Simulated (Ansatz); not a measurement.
This geometry of CH$_{5}$BClN (9 atoms, charge 0, multiplicity 1) is a first-order saddle point.

Computed with RKS r2SCAN-D4/cc-pVDZ in Ansatz 0.2.0.

```xyz
9
Properties=species:S:1:pos:R:3
B -1.037 -0.694 0.618
Cl -2.567 0.736 -0.854
N -0.066 -0.055 0.051
C 1.349 0.149 -0.071
H -1.064 0.587 -0.628
H -1.802 -1.359 1.222
H 1.599 1.200 0.140
H 1.674 -0.072 -1.100
H 1.915 -0.493 0.621
```

**Question.** Which two structures does it join? (They come from a converged band through this point; their orientation in space is the band's.)

**Answer.** Bonds broken: B1–Cl2, N3–H5. Bonds formed: Cl2–H5. CH5BClN becomes CH4BN + ClH.

Image 0:

```xyz
9
Properties=species:S:1:pos:R:3
B -1.271 -0.364 0.297
Cl -2.936 0.052 -0.204
N -0.210 0.301 -0.303
C 1.202 0.098 -0.036
H -0.412 1.006 -1.008
H -1.107 -1.211 1.134
H 1.683 1.029 0.310
H 1.737 -0.248 -0.937
H 1.314 -0.663 0.748
```

Image 8:

```xyz
9
Properties=species:S:1:pos:R:3
B -0.886 -1.089 0.986
Cl -1.828 1.465 -1.461
N 0.051 -0.467 0.443
C 1.203 0.157 -0.090
H -1.303 0.589 -0.632
H -1.801 -1.648 1.471
H 1.154 1.251 0.039
H 1.299 -0.049 -1.169
H 2.111 -0.209 0.414
```

**Question.** How far does it lie above each of them?

**Answer.** 2.78 eV above the first and 0.60 eV above the second. This is the barrier of this one path; another mechanism may lie lower. The orbitals stay closed-shell, which can raise the energy where a bond breaks towards radicals; this wasn't checked here.

The run took 2.6 min on 2 threads of Intel(R) Xeon(R) Platinum 8488C (Sapphire Rapids), on a shared host, peak memory 0.16 GiB.
